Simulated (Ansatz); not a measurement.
```yaml
crystal:
  periodic: [false, false, false]
  atoms:
    - {symbol: N, position_ang: [-1.344786, 1.014555, 0.068885]}
    - {symbol: C, position_ang: [-0.217909, 0.437415, -0.088088]}
    - {symbol: N, position_ang: [0.897547, 0.954526, -0.688219]}
    - {symbol: Si, position_ang: [-0.171175, -1.363612, 0.507763]}
    - {symbol: H, position_ang: [-1.348648, 1.974374, -0.286581]}
    - {symbol: H, position_ang: [0.928970, 1.937508, -0.909347]}
    - {symbol: H, position_ang: [1.782704, 0.494770, -0.571940]}
    - {symbol: H, position_ang: [-0.968007, -2.207428, -0.415115]}
    - {symbol: H, position_ang: [1.238245, -1.853269, 0.502603]}
    - {symbol: H, position_ang: [-0.713843, -1.440038, 1.882939]}
basis:
  gaussian: {orbitals: def2-TZVPD, fitting: {mean_field: cc-pVTZ-jkfit}, point_charges: [{charge: 2.00, position_ang: [5.258, 0.059, 0.895]}]}
magnetization: {spin_polarized: true, initial_magnetization: 0}
hamiltonian: {xc: {name: r2SCAN50}}
scf: {lower_state_search: light}
```

```sh
$ ansatz run in.yaml --threads 2 --pin off --events-out ev --progress --plain --max-ram 4352MiB
```

It prints (some lines left out):

```
Functional definition: r2SCAN50
538 factors; integrals over basis functions are off by at most 4.9e-1 eV
mean field evaluation 1: about -11984.4516 eV, gradient 3.4e1 eV
mean field evaluation 2: about -11983.4286 eV, gradient 3.6e1 eV
mean field evaluation 4: about -11989.1407 eV, gradient 3.1e0 eV
mean field evaluation 8: about -11989.1818 eV, gradient 5.5e-2 eV
mean field evaluation 16: about -11989.1818 eV, gradient 3.3e-5 eV
mean field -11989.18184730 eV, -440.5943063291 hartree, gradient 3.3e-5 eV, S^2 0.000000; 0 other end points of the search recorded, 0 dependent functions left out
reference -11989.18185790 eV, -440.5943067185 hartree; 20, 20 occupied and 188, 188 virtual orbitals, 538 factors
Total energy: -11989.18185790 eV, -440.5943067185 hartree
```

Hardware: 2 threads of an Arm Neoverse N1 on a shared host. Wall time 18 s, peak host memory 0.43 GiB.
